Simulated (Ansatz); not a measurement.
Consider the cleavage of the Ge–Si bond: `C[SiH2][GeH3]` + `CNC` → `C[N](C)[GeH3]` + `C[SiH3]`.

Calculated with Ansatz (gas phase, PBE0-D4/def2-TZVP geometries, no zero-point term in ΔE). CCSD(T)/CBS adds triple-zeta CCSD(T) − MP2 to the extrapolated MP2 energy (def2 sets, frozen cores). This one scheme is used for every species. Functionals use def2-TZVPP. For Ge outer-core shells are correlated without core-valence functions, which leaves a few kJ/mol of doubt a bond. Scalar relativity is left out up to krypton.

```json
{"species": "`C[SiH2][GeH3]`", "revPBE-D4 energy (Eh)": "-2409.22671"}
{"species": "`CNC`", "revPBE-D4 energy (Eh)": "-135.19018"}
{"species": "`C[N](C)[GeH3]`", "revPBE-D4 energy (Eh)": "-2213.23860"}
{"species": "`C[SiH3]`", "revPBE-D4 energy (Eh)": "-331.16839"}
```

Task: Work out ΔE.

Result: ΔE = (-2213.23860) + (-331.16839) − (-2409.22671) − (-135.19018) = 0.00990 Eh = +6.2 kcal/mol. CCSD(T)/CBS gives +4.1 kcal/mol.

Largest T1 diagnostic among the species: 0.011.

At CCSD(T), def2-SVP lies −2.2 kcal/mol from the extrapolated value and def2-TZVPP −0.7 kcal/mol. The D4 term adds −1.0 kcal/mol with B3LYP and −0.5 kcal/mol with PBE0; it sums over pairs of atoms, weighted by their polarisabilities, and B3LYP, whose exchange is more repulsive, gets the larger term. Leaving LDA and LC-ωPBE aside and taking each functional with its dispersion term where it has one, the values, not all of them listed here, spread over 3.4 kcal/mol, from CAM-B3LYP-D4 to PBE-D4. LDA lies −1.3 kcal/mol from PBE without D4.

B3LYP here is the variant with VWN-RPA as its local correlation; programs differ in this.
